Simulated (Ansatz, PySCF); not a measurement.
C2H9ClOSi2, SMILES OCC[Si@H]([SiH3])Cl. Atoms are numbered in the order given.

```xyz
15

O     -2.6380     0.1152     0.6595
C     -2.2289     1.3166     0.0619
C     -0.9603     1.0353    -0.7218
Si     0.3493     0.1427     0.3072
Si     2.4909     0.4902    -0.5786
Cl     0.0831    -1.9222     0.2549
H     -3.3627     0.2952     1.2655
H     -3.0093     1.7254    -0.6117
H     -2.0199     2.0976     0.8210
H     -1.1779     0.3987    -1.5959
H     -0.5330     1.9759    -1.1084
H      0.2849     0.5904     1.7307
H      3.5176    -0.2528     0.2131
H      2.5260     0.0065    -1.9938
H      2.8384     1.9479    -0.5709
```
Charge 0, spin multiplicity 1.

Coordinates come from a PBE0-D3(BJ)/def2-SVP optimisation. The structure was generated by enumeration; whether it is a known compound was not checked. The values are those of a single conformer.

Vertical ionisation energy (IE) and electron affinity (EA) in eV. Rows of orbital energies are one-electron estimates. Where ΔSCF, EOM or ADC give a negative EA the extra electron is unbound and the value depends on the basis.

```tsv
level	IE	EA
−ε(HOMO), −ε(LUMO), PBE0/def2-TZVP (PySCF)	7.64	0.04
−ε(HOMO), −ε(LUMO), PBE/def2-TZVP (PySCF)	6.38	0.92
ΔSCF, PBE0/def2-SVPD (Ansatz), final states of multiplicity 2 and 2	(withheld)	(withheld)
ΔSCF, PBE/def2-SVPD (Ansatz), final states of multiplicity 2 and 2	8.94	-0.92
```

**Question.** What belongs in the gaps? (An estimate is asked for; the answer gives what the named calculation found.)

**Answer.** 
- ΔSCF, PBE0/def2-SVPD (Ansatz, a program for electronic structure), final states of multiplicity 2 and 2, IE: 9.44
- ΔSCF, PBE0/def2-SVPD (Ansatz), final states of multiplicity 2 and 2, EA: -1.17

**Question.** What vertical singlet–triplet gap does ΔSCF give with PBE0/def2-SVPD (Ansatz) and with PBE/def2-SVPD (Ansatz)? (An estimate is asked for; the answer gives what the named calculation found.)

**Answer.** 5.64 and 5.26 eV (triplet above singlet where positive).
